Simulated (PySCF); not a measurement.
HNP, SMILES [NH+]#P, charge +1.

Geometry optimised at ωB97X-D3(BJ)/def2-TZVPD. The isomer is the one that the SMILES or the coordinates give; other isomers of the formula were not compared.

Two levels are set side by side: PBE/def2-TZVPD (PySCF) and PBE0/def2-TZVPD (PySCF). Same geometry, gas phase. Differences are taken from unrounded values.

| quantity | PBE0 | PBE | PBE minus PBE0 |
|---|---|---|---|
| orbital gap (eV) | 8.06 | 5.75 | -2.31 |
| highest occupied level (eV) | -17.73 | -16.42 | 1.31 |
| lowest empty level (eV) | -9.67 | -10.67 | -1.00 |
| mean polarisability (bohr³) | 21.4 | 21.6 | 0.2 |

Without exact exchange PBE keeps part of each electron's self-repulsion, which lifts occupied levels and narrows the gap. Differences between two approximate levels are no errors against the true value.

Rough cost on one machine, each run with all the roots and properties that it gave: PBE0 against PBE within a factor of 2.
